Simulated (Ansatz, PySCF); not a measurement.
Sites of deprotonation of C[SiH3] [methylsilane]:

A. C[SiH3] [methylsilane] -> [CH2-][SiH3] + H+
B. C[SiH3] → C[SiH2-] + H+

Quantity: gas-phase deprotonation energy (enthalpy at 298 K, with B3LYP-D3(BJ) rigid-rotor harmonic-oscillator terms from PySCF), kcal/mol. Geometries: B3LYP-D3(BJ)/def2-TZVP minima from Ansatz (a quantum-chemistry and plane-wave program). Correlated levels leave the core frozen unless marked. No spin-orbit coupling. Non-relativistic. CBS(X,Y): correlation extrapolated as X^-3; Hartree-Fock from the larger set. The bracket is a focal-point correction in the basis named. Anions need diffuse functions, which plain sets lack and def2-D sets hold few of.

Task: Rank them by gas-phase deprotonation energy at RI-MP2/CBS(def2-TZVPPD,def2-QZVPPD)+[CCSD(T)-MP2]/def2-TZVPPD (Ansatz), lowest first.

Result: B (380.5 kcal/mol), A (391.3 kcal/mol)
